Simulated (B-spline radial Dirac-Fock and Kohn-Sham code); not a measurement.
The computed values come from a radial B-spline solver: ΔSCF Dirac-Fock with Breit, self-energy and vacuum polarisation, finite nucleus, configuration average. Free atoms and ions in their tabulated ground configurations, energies from the vacuum level.

**Question.** Order these levels by binding energy, lowest first.
A. Cs³⁺ 2p1/2
B. Sm⁷⁺ 2p1/2
C. Re⁶⁺ 2p1/2
D. Ge 1s
E. Ni⁺ 1s
F. Tm³⁺ 2p1/2

**Answer.** A (5398.8 eV), B (7428.8 eV), E (8348.0 eV), F (9654.2 eV), D (11111.9 eV), C (12053.0 eV).
